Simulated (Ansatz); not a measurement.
`FC(F)(F)C1=CC(C(F)(F)F)=[O+][Sn-]([Cl])[O]1`, relaxed with RKS PBE0-D4/def2-TZVP in Ansatz 0.2.0 from a PBE-D4/def2-SVP geometry. The force threshold is 0.005 eV/Å; the program also tests the step.

Total charge 0; spin multiplicity 1. Sn: def2 effective core potential.

Start:

```xyz
16

F    -0.089   -2.413    1.813
C     0.221   -2.563    0.508
F     1.445   -3.123    0.428
F    -0.669   -3.405   -0.044
C     0.218   -1.218   -0.255
C     0.024   -0.032    0.475
C     0.138    1.254   -0.083
C     0.059    2.477    0.858
F     1.250    3.109    0.874
F    -0.249    2.130    2.126
F    -0.874    3.337    0.417
O     0.337    1.576   -1.299
Sn    0.155    0.219   -3.076
Cl   -2.242    0.121   -2.791
O     0.433   -1.356   -1.502
H    -0.157   -0.113    1.552
```

How much energy does the relaxation release, and in how many steps? (Estimate.)

Ansatz gave: 2.91 kcal/mol, in 4 steps.

Which bonds change most? (Estimate.)

Ansatz gave: Sn13–O15 from 2.244 to 2.185 Å; O12–Sn13 from 2.244 to 2.186 Å; Sn13–Cl14 from 2.416 to 2.379 Å; F1–C2 from 1.349 to 1.332 Å.

Give the relaxed structure. (An estimate is asked.)

Ansatz gave: 
```xyz
16

F    -0.090   -2.416    1.783
C     0.216   -2.545    0.493
F     1.426   -3.097    0.408
F    -0.663   -3.371   -0.062
C     0.215   -1.196   -0.248
C     0.023   -0.033    0.486
C     0.136    1.231   -0.080
C     0.056    2.461    0.841
F     1.232    3.087    0.850
F    -0.249    2.137    2.096
F    -0.866    3.306    0.395
O     0.338    1.531   -1.282
Sn    0.156    0.215   -3.018
Cl   -2.203    0.118   -2.728
O     0.431   -1.314   -1.480
H    -0.158   -0.112    1.545
```
